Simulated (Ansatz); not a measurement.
Mulliken charges of CH$_{5}$BClFSi, SMILES `BC[SiH](F)Cl` from PBE/def2-TZVPP in Ansatz (PBE0-D4/def2-TZVP geometry).

```tsv
atom	x (Å)	y (Å)	z (Å)	charge (e)
B1	-0.569	0.921	1.136	-0.105
C2	-0.400	-0.478	0.507	-0.228
Si3	0.699	-0.403	-0.987	0.561
F4	0.712	-1.835	-1.682	-0.261
Cl5	-0.018	0.936	-2.353	-0.200
H6	-1.530	1.589	0.895	0.032
H7	0.285	1.370	1.844	0.028
H8	-1.332	-0.934	0.160	0.122
H9	0.143	-1.175	1.159	0.122
H10	2.095	-0.044	-0.676	-0.071
```

Problem. By hand: the dipole of these point charges (1 e Å = 4.8032 D).

Solution. Σ q r = (0.026, -0.087, 0.410) e Å, of length 0.420 e Å = 2.02 D.

Problem. How does the dipole of the full density compare? (Best estimate.)

Solution. Ansatz gave: (0.005, -0.100, 0.270) e Å, 1.38 D; the point charges give 1.46 times that, at 9° from its direction.

Point charges leave out the atoms' own dipoles, such as those of lone pairs, and Mulliken's split depends on the basis, so the two needn't agree.
